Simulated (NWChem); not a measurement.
Molecule: BI3; SMILES IB(I)I

```xyz
4

B      0.0000     0.0000     0.0000
I      0.7201     1.9939     0.0000
I      1.3667    -1.6206     0.0000
I     -2.0868    -0.3733     0.0000
```
Atoms are numbered in this order, from 1.

Program: NWChem. Coordinates come from a PBE0/def2-SVP optimisation. def2 effective core potentials on I; no spin-orbit coupling.

Q: Estimate the computed values for PBE/def2-SVP. Quantities: highest occupied level (eV); orbital gap (eV).

A: 
- highest occupied level (eV) = -6.17
- orbital gap (eV) = 3.01
